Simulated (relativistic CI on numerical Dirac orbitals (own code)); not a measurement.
Radial Dirac CI calculation of Ir2+: levels, rates and radial parameters.

Command:

```sh
python run_levels.py task.json out
```

Input:

```
atom Ir  Z=77  charge=2  electrons=75
nucleus A=193  rms_radius_fm=5.4032
hamiltonian dirac-coulomb  breit=on  qed=on  c_scale=1
orbitals kli  potential=per-configuration
slater_scale 0.85
correlation p86
mixing on
configurations
  [Xe] 4f14 5d7
  [Xe] 4f14 5d6 6s
  [Xe] 4f14 5d5 6s2
  [Xe] 4f14 5d6 6p
  [Xe] 4f14 5d6 5f
  [Xe] 4f14 5d5 6s 6p
  [Xe] 4f14 5d6 7s
  [Xe] 4f14 5d6 6d
  [Xe] 4f14 5d6 7p
  [Xe] 4f14 5d5 5f2
end
```

Hardware: one thread of Neoverse-V2, on a shared host. Rates were computed among at most 60 levels.

(1) How large is the problem, and how long does it take?

Results:

(1) 3915 determinants at the lowest M give 3915 levels; 104 SCF iterations in all; about 6.3 s of CPU and 0.21 GiB at the peak.
